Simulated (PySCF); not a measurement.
Orbital picture of KC

UHF at R = 2.528 Å; basis K pcseg-1, C pcseg-1; no relativity; PySCF 2.14. State: ⁴Σ⁻ (quartet), unpaired electrons σ ↑, π ↑↑. Only the outer orbitals are listed, counted within each symmetry.

```tsv
spin	orbital	occ.	ε (eV)	on K (%)	main shells (%)
α	5σ	1	-47.10	100	100 K s
α	6σ	1	-25.88	97	97 K p
α	2π	1	-25.79	100	100 K p
α	2π	1	-25.79	100	100 K p
α	7σ	1	-19.30	5	95 C s
α	8σ	1	-7.43	5	95 C p
α	3π	1	-7.16	5	95 C p
α	3π	1	-7.16	5	95 C p
α	9σ	0	-0.04	99	84 K s, 15 K p
α	10σ	0	2.35	100	68 K s, 31 K p
α	4π	0	2.50	100	92 K p
β	5σ	1	-46.99	100	100 K s
β	2π	1	-25.71	100	100 K p
β	2π	1	-25.71	100	100 K p
β	6σ	1	-25.59	100	100 K p
β	7σ	1	-10.78	10	90 C s
β	8σ	0	-0.01	99	81 K s, 17 K p
β	9σ	0	2.28	100	78 K s, 22 K p
β	3π	0	2.43	100	96 K p
```

Q: Which are the highest filled and the lowest empty level, where do they sit, and how wide is the gap?

A: Highest filled α 3π at -7.16 eV (in %: 95 C p); lowest empty α 9σ at -0.04 eV (in %: 84 K s, 15 K p); the gap at UHF is 7.12 eV.

The bond order (Mayer) is 0.47. The ⟨S²⟩ is 3.755 and the charge on K (Mulliken, basis-dependent) is 0.74. The charge on K (Löwdin, basis-dependent) is 0.49 and the dipole moment (positive dipole means K(−)C(+)) is -9.92 D. The polarisability along the bond is 32.2 bohr³ and the polarisability across the bond is 23.8 bohr³.

The state was picked by a PBE0 search and need not be the measured ground state.
